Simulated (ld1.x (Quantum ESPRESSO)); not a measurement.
Zn (Z = 30): one change to a PAW potential, before and after

| Property | Result |
| --- | --- |
| Element | Zn (Z = 30) |
| Generator | ld1.x (Quantum ESPRESSO) 7.5 |
| Type | PAW |
| Functional | LDA (PZ) |
| Relativity | scalar-relativistic |
| Frozen core | [Ne] 3s2 |
| Valence charge | 18 |
| Reference configuration | 3p6 3d10 4s2 4p0 |
| Partial waves | 4s (bound): rcut 1.65, rcutus 1.85 bohr; 4s channel at 0.95 Ry: rcut 1.65, rcutus 1.85 bohr; 3p (bound): rcut 1.40, rcutus 1.55 bohr; 4p (bound, empty): rcut 1.40, rcutus 1.55 bohr; 3d (bound): rcut 0.55, rcutus 0.80 bohr; 3d channel at 0.05 Ry: rcut 0.55, rcutus 0.80 bohr |
| Local potential | all-electron potential smoothed inside 1.70 bohr (lloc = -1) |
| Core correction | a·sin(br)/r model core, default radius (ld1.x builds one for every PAW set, though the input has nlcc=.false.) |
| Augmentation charge | PSQ, inside the norm-conserving radii |

Change: core correction a·sin(br)/r model core inside 0.98 bohr.

Cutoffs: the cutoffs (Ry, on a coarse ladder) from which the occupation-weighted sum of valence levels, in a spherical-Bessel basis at the reference potential, stays within 10 and 1 mRy of its value at 400 Ry; they do not see the model core or the augmentation charge, which bear on the density cutoff. Errors are all-electron minus pseudo energies relative to the spin-unpolarised reference configuration.

Question: How do hardness, ghosts and transferability respond?

Answer: Of the 9 tests that both files solve, the error grows in 2 and shrinks in 2 by more than 15 % and 0.3 meV (median size 4.6 → 5.8 meV); neither file shows a bound ghost. The default core radius of the base comes out at 0.31 bohr. A wider model core is smoother and lowers the density cutoff, which this test does not measure.

```tsv
quantity	base	changed
cutoff, loose	260 Ry	260 Ry
cutoff, tight	over 300 Ry	over 300 Ry
bound ghosts	none	none
error for 3p6 3d10 4s1 4p0, meV [ΔE 10.19 eV]	-1.5	-1.7
error for 3p6 3d10 4s0 4p0, meV [ΔE 28.96 eV]	-4.6	-5.8
error for 3p6 3d9 4s0 4p0, meV [ΔE 69.85 eV]	-31	-25
error for 3p6 3d10 4s0 4p1, meV [ΔE 16.61 eV]	-2.9	-3.5
error for 3p6 3d8 4s0 4p0, meV [ΔE 132.00 eV]	-190	-165
error for 3p6 3d9 4s2 4p0, meV [ΔE 18.21 eV]	-18	-17
error for 3p6 3d10 4s1.5 4p0, meV [ΔE 4.08 eV]	-0.6	-0.7
error for 3p6 3d10 4s1 4p0 (spin-polarised), meV [ΔE 9.94 eV]	-1.5	-1.7
error for 3p6 3d9 4s0 4p0 (spin-polarised), meV [ΔE 69.58 eV]	-31	-26
s: phases at 2.00 bohr within 0.05 rad from the reference energy up to (Ry; the scan ends near 5)	to the end of the scan	to the end of the scan
p: phases at 2.00 bohr within 0.05 rad from the reference energy up to (Ry; the scan ends near 5)	to the end of the scan	to the end of the scan
d: phases at 2.00 bohr within 0.05 rad from the reference energy up to (Ry; the scan ends near 5)	to the end of the scan	to the end of the scan
lowest overlap eigenvalue by channel	s 0.43, p 0.83, d 1.00	s 0.43, p 0.83, d 1.00
```
